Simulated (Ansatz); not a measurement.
As₃H₃⁺, that is cyclo-(AsH)3 with one electron fewer. The state is a doublet with charge 1. Geometry PBE-D4/def2-SVP, that of the neutral singlet.

```xyz
6

As   -0.067   -1.410    0.396
As    0.241    0.281   -1.383
As    0.568    0.929    0.982
H    -1.586   -1.137    0.435
H     1.735   -0.093   -1.507
H    -0.890    1.430    1.078
```

(1) Estimate the α-spin orbital energies around the gap (eV) in Ansatz with PBE-D4/def2-TZVP, r2SCAN-D4/def2-TZVP, PBE0-D4/def2-TZVP.

Answers

(1) 
```csv
orbital,PBE-D4/def2-TZVP,r2SCAN-D4/def2-TZVP,PBE0-D4/def2-TZVP
HOMO−5,-15.05,-15.46,-16.39
HOMO−4,-14.22,-14.62,-15.47
HOMO−3,-13.33,-13.71,-14.52
HOMO−2,-12.53,-12.90,-13.61
HOMO−1,-12.50,-12.85,-13.57
HOMO,-12.14,-12.41,-13.09
LUMO,-7.79,-7.83,-7.10
LUMO+1,-7.07,-6.94,-6.28
LUMO+2,-7.05,-6.91,-6.23
LUMO+3,-6.32,-6.05,-5.48
LUMO+4,-5.22,-4.93,-4.32
LUMO+5,-4.42,-4.08,-3.45
β HOMO,-12.00,-12.29,-12.94
β LUMO,-11.79,-11.75,-11.07
```
